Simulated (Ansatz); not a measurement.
Several settings on one geometry of CrN₄F₂H₁₂ (relaxed from a model of trans-CrF2(NH3)4, whose bonding it doesn't keep) (that of the charge 0 quintet, PBE-D4/def2-SVP). Ansatz on 2 threads of AMD EPYC 7R13 on a shared host and a share (18 GiB) of an NVIDIA H100 80GB HBM3; times are rough.

```xyz
19

Cr   -0.0352   -0.0044    0.0733
F     0.5207    1.5431    1.0020
F    -0.5952   -1.5369   -0.8806
N     1.8654   -0.8344    0.4883
H     2.1779   -0.5271    1.4191
H     2.5784   -0.4949   -0.1721
H     1.8365   -1.8933    0.4237
N    -1.9303    0.8291   -0.3441
H    -2.2930    0.4058   -1.2087
H    -1.8510    1.8840   -0.4234
H    -2.6201    0.6229    0.3917
N    -1.0656    3.5091   -0.1067
H    -0.5731    4.0408   -0.8367
H    -0.3396    2.9487    0.4016
H    -1.4278    4.2084    0.5549
N     1.1451   -3.5086   -0.0711
H     0.7176   -4.1623    0.5978
H     1.5244   -4.0903   -0.8294
H     0.3649   -2.9396   -0.4794
```

Totals from different functionals, basis sets or treatments of relativity can't be compared as stabilities.

The 6-31G sets use Cartesian d functions.

The spins typed aren't always the lowest for that charge.

Problem. Give the basis size and estimate the energy, ⟨S²⟩ and time of these runs.

```csv
run,method,charge,state,further keys
1,UKS LDA (SPW92)/6-31G*,0,quintet,–
2,ROKS BLYP-D3(BJ)-ATM/def2-SVP,1,doublet,"final_grid: {core_spheres: 8, valence_spheres: 7, degree: 23}; scf: {lower_state_search: off}"
3,UKS revPBE-D4/aug-cc-pVDZ,-1,doublet,scf: {lower_state_search: off}
```

Solution. 
```
run  functions  energy (Eh)  ⟨S²⟩  wall time
  1        150   -1465.0369  6.01      2.2 s
  2        175   -1469.7543     –      2.9 s
  3        305   -1470.4415  2.55        5 s
```

At UKS revPBE-D4/aug-cc-pVDZ the charge -1 doublet is spin-contaminated (final ⟨S²⟩ up to 2.55, 0.75 for a pure state).
